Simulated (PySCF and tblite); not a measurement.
Values are calculated unless marked as measured or tabulated.
Stationary points of C$_{7}$H$_{8}$Br (charge +1) at PBE0-D3(BJ)/def2-SVP, in Å:

Structure A

```
 1 C     2.950   -0.634   -0.103
 2 C     1.745   -0.635   -0.216
 3 C     0.311   -0.644   -0.336
 4 C    -0.500    0.574   -0.164
 5 C    -0.127    1.957   -0.234
 6 C    -1.649   -0.138    0.413
 7 C    -0.691   -1.318    0.674
 8 Br   -1.286   -3.079    0.269
 9 H     4.023   -0.643   -0.003
10 H    -0.003   -1.036   -1.336
11 H     0.443    2.112    0.716
12 H    -0.973    2.658   -0.233
13 H     0.620    2.146   -1.022
14 H    -2.414   -0.363   -0.359
15 H    -2.172    0.357    1.248
16 H    -0.286   -1.302    1.693
```

Structure B

```
 1 C     2.937   -0.475   -0.452
 2 C     1.736   -0.605   -0.480
 3 C     0.307   -0.802   -0.531
 4 C    -0.597    0.391   -0.294
 5 C    -0.035    1.671    0.204
 6 C    -1.939    0.096   -0.302
 7 C    -0.410   -1.121    0.736
 8 Br   -1.325   -2.709    1.015
 9 H     4.009   -0.359   -0.431
10 H    -0.020   -1.443   -1.363
11 H     0.812    1.513    0.886
12 H    -0.796    2.304    0.677
13 H     0.376    2.203   -0.672
14 H    -2.330   -0.808   -0.775
15 H    -2.666    0.801    0.117
16 H    -0.058   -0.656    1.664
```

Structure C

```
 1 C     2.774   -0.332   -0.782
 2 C     1.627   -0.664   -0.552
 3 C     0.328   -1.115   -0.289
 4 C    -0.780    0.280    0.280
 5 C    -0.157    1.575    0.684
 6 C    -1.665    0.159   -0.761
 7 C    -0.350   -0.979    1.010
 8 Br   -1.645   -2.302    1.440
 9 H     3.795   -0.047   -0.988
10 H    -0.139   -1.774   -1.032
11 H     0.916    1.467    0.894
12 H    -0.643    1.913    1.614
13 H    -0.292    2.348   -0.085
14 H    -2.182   -0.783   -0.968
15 H    -1.915    1.026   -1.381
16 H     0.295   -0.758    1.866
```

Geometries: PBE0-D3(BJ)/def2-SVP; energies: PBE0/pcSseg-1 + D3(BJ), IEF-PCM acetone; zero-point and thermal terms from GFN2-xTB harmonic modes (soft modes blended into free rotors).

Problem. Which structure is a saddle point, and along which motion?

Solution. B: one imaginary mode (340i cm⁻¹ at GFN2-xTB, mostly on C7, C6, H15), along the shift of C7 from C6 to C4.

Problem. Give their symmetry and energies above the lowest.

Solution. A C1, 0.0 kcal/mol; B C1, 14.1 kcal/mol; C C1, 5.3 kcal/mol.

The ion is treated without a counter-ion. Spin–orbit effects of heavy atoms on shieldings are missing.
